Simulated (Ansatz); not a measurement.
In4O10H8, a hydroxylated oxide cluster. Total charge 0; singlet. Geometry PBE-D4/def2-SVP.

Cartesian coordinates in Å:
```
In -1.061 0.036 1.492
In 1.316 1.593 -0.063
In 1.103 -2.106 0.519
In -1.547 1.243 -1.482
O 0.076 -1.933 -1.273
O 0.568 0.850 -2.011
O 2.870 2.822 -0.413
O -0.699 -2.150 1.717
O -1.974 0.499 3.236
O 2.652 -3.331 0.934
O -2.009 -0.536 -0.427
O 1.139 -0.069 1.167
O -0.745 1.958 0.321
O -2.559 2.020 -3.034
H 0.479 -1.183 -1.770
H 0.928 1.233 -2.834
H 3.520 2.720 0.311
H -0.573 -2.400 2.653
H -1.978 1.473 3.318
H 3.146 -2.926 1.674
H -1.350 -1.232 -0.796
H -3.303 1.418 -3.239
```

In the def2 sets In takes a core potential, while STO-3G treats all electrons; there is no spin–orbit coupling.

Problem. Estimate the orbital energies around the gap (eV) in Ansatz with HF/STO-3G, PBE-D4/def2-SVP, r2SCAN-D4/def2-SVP, PBE0-D4/def2-SVP.

Solution. 
| orbital | HF/STO-3G | PBE-D4/def2-SVP | r2SCAN-D4/def2-SVP | PBE0-D4/def2-SVP |
| --- | --- | --- | --- | --- |
| HOMO−9 | -8.92 | -7.44 | -7.82 | -9.06 |
| HOMO−8 | -8.71 | -7.23 | -7.65 | -8.98 |
| HOMO−7 | -8.45 | -7.11 | -7.52 | -8.83 |
| HOMO−6 | -8.34 | -7.03 | -7.45 | -8.72 |
| HOMO−5 | -8.11 | -6.95 | -7.36 | -8.64 |
| HOMO−4 | -8.06 | -6.86 | -7.27 | -8.52 |
| HOMO−3 | -7.95 | -6.73 | -7.13 | -8.41 |
| HOMO−2 | -7.77 | -6.59 | -7.02 | -8.33 |
| HOMO−1 | -7.36 | -6.54 | -6.96 | -8.24 |
| HOMO | -7.21 | -6.24 | -6.66 | -8.00 |
| LUMO | 6.59 | -3.47 | -3.32 | -2.71 |
| LUMO+1 | 7.95 | -2.46 | -2.24 | -1.58 |
| LUMO+2 | 8.24 | -2.12 | -1.86 | -1.19 |
| LUMO+3 | 8.75 | -1.53 | -1.24 | -0.62 |
| LUMO+4 | 9.62 | -0.87 | -0.54 | -0.05 |
| LUMO+5 | 10.08 | -0.34 | 0.04 | 0.43 |
